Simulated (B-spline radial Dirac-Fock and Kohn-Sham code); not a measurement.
**Ce 4f7/2: cross section and angular parameters**

System: atomic cerium in the configuration [Xe] 4f1 5d1 6s2; threshold 11.91 eV (orbital energy of the model). Calculated with a B-spline atomic structure program, using Dirac-Hartree-Slater photoionisation with a Latter tail; cross sections with all multipoles, angular parameters from the dipole term and its interference with E2.

Input file task.json (cfg lists n, l and occupation; rrms is the nuclear radius in fm):

```json
{"items": [{
  "Z": 58,
  "q": 0,
  "cfg": [[1, 0, 2], [2, 0, 2], [2, 1, 6], [3, 0, 2], [3, 1, 6], [3, 2, 10], [4, 0, 2], [4, 1, 6], [4, 2, 10], [4, 3, 1], [5, 0, 2], [5, 1, 6], [5, 2, 1], [6, 0, 2]],
  "A": 140,
  "rrms": 4.8771,
  "do": "xps",
  "hv": [51.4, 55.9, 62.5, 65.1, 66.2, 122.0, 140.0, 150, 168.0, 215.0, 251.0, 264.0, 300, 303.0, 400.0, 743.0, 1040.0, 1120.0, 1440.0, 1450.0, 1486.9, 1780.0, 2000, 2450.0, 5414.7, 5540.0, 6000, 6910.0, 9251.7, 12000],
  "edges": {"K": 40443.0, "L1": 6548.0, "L2": 6164.0, "L3": 5723.0, "M1": 1436.0, "M2": 1274.0, "M3": 1187.0, "M4": 902.4, "M5": 883.8, "N1": 291.0, "N2": 223.2, "N3": 206.5, "N4": 109.0, "N5": 109.0}
}]}
```

Run with: `python xray2_run.py task.json out`

| hν (eV) | σ (kb) | β | γ | δ |
| --- | --- | --- | --- | --- |
| 51.4 | 642 | 0.499 | 0.004 | 0.009 |
| 55.9 | 672 | 0.464 | 0.003 | 0.009 |
| 62.5 | 694 | 0.430 | 0.003 | 0.010 |
| 65.1 | 695 | 0.420 | 0.003 | 0.010 |
| 66.2 | 694 | 0.417 | 0.003 | 0.010 |
| 122 | 459 | 0.459 | 0.008 | 0.017 |
| 140 | 385 | 0.501 | 0.010 | 0.019 |
| 150 | 349 | 0.525 | 0.011 | 0.020 |
| 168 | 293 | 0.570 | 0.013 | 0.021 |
| 215 | 187 | 0.676 | 0.021 | 0.026 |
| 251 | 135 | 0.747 | 0.028 | 0.029 |
| 264 | 120 | 0.770 | 0.031 | 0.030 |
| 300 | 89.1 | 0.828 | 0.041 | 0.034 |
| 303 | 87.0 | 0.832 | 0.041 | 0.034 |
| 400 | 42.3 | 0.944 | 0.075 | 0.043 |
| 743 | 6.60 | 1.082 | 0.228 | 0.070 |
| 1040 | 2.14 | 1.076 | 0.353 | 0.090 |
| 1120 | 1.66 | 1.068 | 0.384 | 0.095 |
| 1440 | 0.678 | 1.025 | 0.493 | 0.115 |
| 1450 | 0.661 | 1.023 | 0.496 | 0.116 |
| 1486.9 | ? | ? | ? | ? |
| 1780 | 0.310 | 0.974 | 0.589 | 0.137 |
| 2000 | 0.200 | 0.942 | 0.642 | 0.151 |
| 2450 | 0.0910 | 0.882 | 0.738 | 0.179 |
| 5414.7 | 0.00337 | 0.646 | 1.120 | 0.354 |
| 5540 | 0.00305 | 0.639 | 1.129 | 0.361 |
| 6000 | 0.00215 | 0.617 | 1.162 | 0.385 |
| 6910 | 0.00114 | 0.578 | 1.214 | 0.432 |
| 9251.7 | 0.000304 | 0.504 | 1.307 | 0.544 |
| 12000 | 9.06e-05 | 0.447 | 1.377 | 0.664 |

**Question.** Give the values at Al Kα (taken as 1486.9 eV).

**Answer.** σ = 0.603 kb, β = 1.018, γ = 0.507, δ = 0.118.
